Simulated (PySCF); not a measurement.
CdI₂, charge +1, doublet, at a GFN2-xTB geometry (such geometries of metal compounds can be far from the true shape) (a state made from the parent by changing its charge; the spin is typed, not shown lowest) (all electrons, no relativity). Base run: B3LYP/3-21G in PySCF.

The PySCF input:
```python
from pyscf import gto, scf, dft

mol = gto.Mole()
mol.atom = '''
    Cd   -0.02135930    0.00986032    0.01528230
    I    -0.24305620    2.07466686   -1.70162621
    I     0.26240047   -2.08359696    1.68778564
'''
mol.basis = '3-21g'
mol.charge = 1
mol.spin = 1
mol.verbose = 4
mol.symmetry = True
mol.build()

mf = dft.UKS(mol)
mf.xc = 'b3lyp'
mf.kernel()
mf.analyze()
```

The base run was repeated with changes; each row names its change, and settings that it needs were set with it.

| change | ΔE vs base (mEh) | point group used | SCF cycles |
|---|---|---|---|
| base | 0.000 | C2v | 9 |
| symmetry = off | 0.000 | C1 | 10 |
| symmetry_subgroup = Cs | 0.000 | Cs | 10 |
| irrep_nelec = A1:(30, 30) A2:(11, 10) B1:(12, 13) B2:(24, 23) | 653.3 | C2v | 8 |
| irrep_nelec = A1:(29, 30) A2:(10, 10) B1:(13, 13) B2:(25, 23) | 348.9 | C2v | 11 |
| irrep_nelec = A1:(31, 30) A2:(10, 10) B1:(12, 13) B2:(24, 23) | 150.8 | C2v | 8 |
| symmetry_subgroup = C2 | 0.000 | C2 | 9 |
| irrep_nelec = A1:(30, 30) A2:(10, 10) B1:(12, 13) B2:(25, 23) | 327.9 | C2v | 9 |

Open shells are given as the SCF converged; they aren't shown to be the lowest states, and a large step between rows can be another state.
